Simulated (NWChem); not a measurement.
C3H2F2; SMILES C=C=C(F)F

All runs: NWChem. Geometry: optimised at PBE0/def2-SVP. Level: PBE/def2-SVP with SMD (1 M gas to 1 M solution), gas-phase geometry.

Problem. What does the run give for solvent tetrahydrofuran? Quantities: solvation free energy (kcal/mol); cavity-dispersion-structure term (kcal/mol); dipole in solution (D).

Solution. The solvation free energy (kcal/mol) is -0.3, the cavity-dispersion-structure term (kcal/mol) is 1.3 and the dipole in solution (D) is 1.89.
